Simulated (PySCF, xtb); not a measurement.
ClSi, SMILES [Si]Cl (connectivity only; charge and spin as stated), charge +1, multiplicity 1.

Harmonic wavenumbers (cm⁻¹) from GFN2-xTB run with xtb at its own minimum, in rising order: 680.

Q: What does PBE0-D3(BJ)/def2-TZVPD (PySCF) give at its own minimum? (Estimate from the structure and the level; the computed values follow.)

A: 670. Paired by order, the mean absolute difference is 10 cm⁻¹ and the zero-point energies are 1.0 and 1.0 kcal/mol.
